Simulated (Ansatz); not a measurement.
The cluster AsSe₂: single points at one geometry.

```yaml
crystal:
  periodic: [false, false, false]
  atoms:
    - {symbol: As, position_ang: [0.297695, 1.072840, 0.753627]}
    - {symbol: Se, position_ang: [-1.053657, 0.060570, -0.869202]}
    - {symbol: Se, position_ang: [0.755962, -1.133410, 0.115576]}
basis:
  gaussian: {orbitals: def2-TZVPD, initial_orbitals: start.molden}
magnetization: {spin_polarized: true, initial_magnetization: 1}
hamiltonian: {xc: r2scan, dispersion: d4}
scf: {omitted_lower_state_checks: [starts]}
output: {orbitals: {seedname: orbitals}}
```

The file start.molden holds the orbitals of an earlier run on this structure, at another level or in another basis.

```sh
$ ansatz run in.yaml --threads 4 --pin off --events-out ev --progress --plain --max-ram 3916MiB
```

Shortened log:

```
Functional definition: r2SCAN
  name "r2SCAN"
  cite "Furness, Kaplan, Ning, Perdew & Sun, J. Phys. Chem. Lett. 11, 8208 (2020) doi:10.1021/acs.jpclett.0c02405"
  cite "Furness, Kaplan, Ning, Perdew & Sun, J. Phys. Chem. Lett. 11, 9248 (2020) doi:10.1021/acs.jpclett.0c03077"
  parent r2scan
  parameter k0 = 0.174
  parameter k1 = 0.065
  parameter a1 = 4.9479
  exchange = r2scan_x(k0 = k0, k1 = k1, a1 = a1)
  correlation = r2scan_c
these checks for a lower state are left out or cut short: starts
1253 factors; their error is unknown
mean field evaluation 1: about -191540.5513 eV, gradient 1.1e1 eV
mean field evaluation 2: about -191540.6532 eV, gradient 1.9e-1 eV
mean field evaluation 4: about -191540.6251 eV, gradient 8.5e-2 eV
mean field evaluation 8: about -191540.6251 eV, gradient 1.8e-5 eV
mean field -191540.62507351 eV, -7038.9881405529 hartree, gradient 1.8e-5 eV, S^2 0.756225; 0 other end points of the search recorded, 0 dependent functions left out
reference -191540.62509382 eV, -7038.9881412990 hartree; 51, 50 occupied and 117, 118 virtual orbitals, 1253 factors
Total energy: -191540.64964123 eV, -7038.9890433997 hartree
Checks for a lower state left out: starts
```

Run time 7 s (4 threads of Arm Neoverse V1 on a shared host).

As the first input, with `gaussian: {orbitals: def2-TZVP, initial_orbitals: start.molden}`, `hamiltonian: {xc: {name: BLYP}, dispersion: d4}` (abridged; 2 s):

```
Functional definition: BLYP
mean field -191544.91547488 eV, -7039.1458098950 hartree, gradient 1.1e-5 eV, S^2 0.752155
Total energy: -191545.20895896 eV, -7039.1565952359 hartree
Checks for a lower state left out: starts
```

As the first input, with `hamiltonian: {xc: pbe, dispersion: d4}` (abridged; 3 s):

```
Functional definition: PBE
mean field -191512.98904349 eV, -7037.9725351819 hartree, gradient 2.0e-5 eV, S^2 0.753146
Total energy: -191513.12744077 eV, -7037.9776211880 hartree
Checks for a lower state left out: starts
```

The first input with `gaussian: {orbitals: def2-TZVP, initial_orbitals: start.molden}`, `hamiltonian: {xc: pbe, dispersion: d4}` (abridged; 1.9 s):

```
Functional definition: PBE
mean field -191512.93595529 eV, -7037.9705842267 hartree, gradient 1.7e-5 eV, S^2 0.753074
Total energy: -191513.07433150 eV, -7037.9756694584 hartree
Checks for a lower state left out: starts
```

The first input with `gaussian: {orbitals: def2-TZVP, initial_orbitals: start.molden}`, `hamiltonian: {xc: {name: CAM-B3LYP}, dispersion: d4}` (abridged; 4.6 s):

```
Functional definition: CAM-B3LYP
mean field -191551.16192915 eV, -7039.3753628553 hartree, gradient 1.4e-5 eV, S^2 0.754710
Total energy: -191551.28493824 eV, -7039.3798833562 hartree
Checks for a lower state left out: starts
```

The first input with `gaussian: {orbitals: def2-TZVP, initial_orbitals: start.molden}`, `output: {forces: true, orbitals: {seedname: orbitals}}` (abridged; 6 s):

```
Functional definition: r2SCAN
mean field -191540.57974836 eV, -7038.9864748843 hartree, gradient 2.5e-5 eV, S^2 0.756028
Total energy: -191540.60430560 eV, -7038.9873773461 hartree
Atom 0 force     0.025314     0.090298     0.063650 eV/Å
Atom 1 force    -0.150254     0.045408    -0.106811 eV/Å
Atom 2 force     0.124940    -0.135706     0.043161 eV/Å
Dipole moment:     0.040322     0.145375     0.102105 e Å
Checks for a lower state left out: starts
```

The first input with `gaussian: {orbitals: def2-SVP, initial_orbitals: start.molden}`, `correlation: {method: ccsd_t}`, `scf: {omitted_lower_state_checks: [starts, cluster_reference]}` and without the key `hamiltonian` (abridged; 6 s):

```
Functional definition: HF
mean field -191378.80957327 eV, -7033.0415306015 hartree, gradient 3.0e-6 eV, S^2 0.769145
27 core orbitals not correlated: weight in the atoms' cores, before any rotation towards them, 1.000 or more for the frozen orbitals, at most 0.000 for the correlated occupied ones
second order -18.24920024 eV of doubles, -0.00000000 eV of singles
cycle   1  -17.62948834 eV  change    6.2e-1 eV  update   1.0e-1
cycle   2  -18.15537324 eV  change   -5.3e-1 eV  update   3.3e-2
cycle   3  -18.22766012 eV  change   -7.2e-2 eV  update   1.9e-2
cycle   4  -18.20957250 eV  change    1.8e-2 eV  update   7.3e-3
cycle   5  -18.21577674 eV  change   -6.2e-3 eV  update   3.9e-3
cycle   6  -18.21519066 eV  change    5.9e-4 eV  update   1.3e-3
cycle   7  -18.21475183 eV  change    4.4e-4 eV  update   4.0e-4
cycle   8  -18.21502953 eV  change   -2.8e-4 eV  update   1.5e-4
cycle   9  -18.21497639 eV  change    5.3e-5 eV  update   5.1e-5
perturbative correction -0.63291276 eV, -0.0232591149 hartree
Total energy: -191397.65746242 eV, -7033.7341777522 hartree
Checks for a lower state left out: starts, cluster_reference
```

Geometry: PBE0-D4/def2-TZVP.

Correlated methods freeze 27 core orbitals; core or outer-core shells of As, Se are correlated, in sets that lack core-valence functions. The structure comes from a short search, and lower isomers may exist.
